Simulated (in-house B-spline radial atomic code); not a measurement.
## Ionising Ta with different functionals

Computed with a radial B-spline atomic code at the basis-set limit: scalar-relativistic (spin-free X2C) Hamiltonian, Fermi nucleus of rms radius 5.3507 fm, spin-polarised at highest spin, spherical fractional occupations for the functionals, the average over the highest-spin determinants for Hartree-Fock. The ionisation energy is the difference of two self-consistent energies, [Xe] 4f14 5d3 6s2 → [Xe] 4f14 5d3 6s1, without Breit or QED terms; ε is the level of the shell that loses the electron (its least bound occupied spin orbital). There is no spin-orbit coupling in this Hamiltonian.

Hybrids are left out here: with spherical fractional occupations of an open shell their exact exchange keeps a self-interaction that integer-occupation calculations don't have.

```csv
method,rung,ΔSCF (eV),-ε(6s) (eV)
Hartree-Fock,Hartree-Fock,5.75,5.96
LDA VWN5,LDA,?,?
LDA PW92,LDA,7.73,4.96
LDA exchange-only,LDA,6.16,3.73
PBE,GGA,7.37,4.69
PBEsol,GGA,7.31,4.70
BLYP,GGA,7.61,4.74
RPBE,GGA,7.29,4.58
PW91,GGA,7.41,4.73
BP86,GGA,7.56,4.87
AM05,GGA,7.28,4.63
OLYP,GGA,7.23,4.34
TPSS,meta-GGA,7.20,4.59
SCAN,meta-GGA,7.16,4.89
r2SCAN,meta-GGA,?,?
revTPSS,meta-GGA,7.20,4.64
```

Task: What does r2SCAN give?

Result: ΔSCF 7.01 eV, and -ε(6s) = 4.77 eV.

Task: What does LDA VWN5 give?

Result: ΔSCF 7.73 eV, and -ε(6s) = 4.95 eV.

Task: How do they compare with the NIST value?

Result: NIST lists 7.550 eV (measured, ground level to ground level). Errors run from -1.80 to +0.18 eV; BP86 is closest (+0.01 eV), but part of that can be cancellation, since the calculations leave out spin-orbit coupling, Breit-QED terms, multiplet and fine-structure energies. Hartree-Fock also lacks correlation.
